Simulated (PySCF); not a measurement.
Compound: C2H7PSi2.
Structure used (PBE0-D3(BJ)/def2-SVP), in Å, numbered top down from 1:
```
atom  x, y, z in Å
C1     1.776    1.398   -0.952
C2     1.475    0.267   -0.614
Si3    0.975   -1.404   -0.052
P4    -0.683   -1.373    1.482
Si5   -1.988    0.176    0.462
H6     2.042    2.394   -1.258
H7     0.478   -2.183   -1.223
H8     2.155   -2.092    0.546
H9    -0.028   -0.447    2.352
H10   -3.226    0.348    1.280
H11   -1.322    1.501    0.295
H12   -2.361   -0.371   -0.877
```

Linear response at PBE0/def2-SVPD (PySCF, frozen core in the response, non-relativistic).

Static isotropic polarisability: 106.99 au (15.85 Å³), principal values 85.7, 113.6, 121.7 au.

Question: What is the polarisability at 1064 nm and at the sodium D line?

Answer: 108.35 au at 1064 nm (+1.3 %), 111.61 au at 589.3 nm (+4.3 %). The rise at 589.3 nm is 3.40 times that at 1064 nm; a pure ω² law gives 3.26. The lowest singlet lies at 218 nm, shorter than both wavelengths.

Question: What is the isotropic C6 coefficient between two such molecules, C6 = (3/π)∫α(iω)² dω?

Answer: 3641 au (Eh·bohr⁶) by a ten-point quadrature over imaginary frequencies, which is 2180 eV·Å⁶ or 210 J·nm⁶/mol.

Question: Which effective excitation energy ω̄ makes London's formula C6 = (3/4)α²ω̄ exact here?

Answer: ω̄ = 4·C6/(3α²) = 0.424 Eh = 11.5 eV. A one-pole form α(ω) = α/(1 − ω²/ω̄²) fitted to the 1064 nm value gives 10.4 eV.

Question: What molar refraction at the D line follows from R = (4π/3)·N_A·α′, with α′ the polarisability volume?

Answer: α′ = 16.54 Å³ gives R = 41.72 cm³/mol, for isolated, non-vibrating species.

Question: What three-body coefficient follows from the one-pole estimate C9 = (3/4)·α·C6?

Answer: 292000 au. This is an estimate from the two numbers above, not a computed integral.

Question: What n − 1 at the D line would an ideal gas of it have at 273.15 K and 1 atm (2.6868 × 10¹⁹ cm⁻³), by n − 1 = 2π·N·α′?

Answer: 27.92 × 10⁻⁴, a formal value whether or not that pressure can be reached.

Question: How many electrons N does the Slater–Kirkwood formula C6 = (3/4)·√N·α^(3/2) need to give this C6?

Answer: N = (4·C6/3)²/α³ = 19.2; the species has 62 electrons in all.

Question: What does −C6/R⁶ come to at R = 12 Å between centres?

Answer: -70 J/mol. This is the leading, orientation-averaged term; C8 and higher terms are left out.

Question: The lowest 6 singlets have (eV, f): 5.69, 0.013; 5.82, 0.104; 5.98, 0.010; 6.15, 0.014; 6.25, 0.022; 6.38, 0.005. What share of the static polarisability do they carry in the sum over states α = Σ f/ω²?

Answer: 3.55 au, 3.3 % of α; the largest term, 2.26 au, is that of the state at 5.82 eV. Their oscillator strengths add up to 0.17. Higher states carry the rest.

One conformer stands for the species.
